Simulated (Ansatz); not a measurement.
**Question.** Name a neutral molecule of C, F, N, Si and H with HOMO–LUMO gap (B3LYP/def2-TZVPP) between 5.05 and 5.35 eV and size of the dipole moment (ωB97M-V/def2-TZVPP) between 2.90 and 3.20 D (Ansatz, PBE0-D4/def2-TZVP geometry).

**Answer.** `N[Si]1(F)C=N1` (5.13 eV, 3.08 D). Other molecules can fit too; these were computed, each in one conformer that needn't be the lowest.

B3LYP here is the variant with VWN-RPA as its local correlation; programs differ in this.
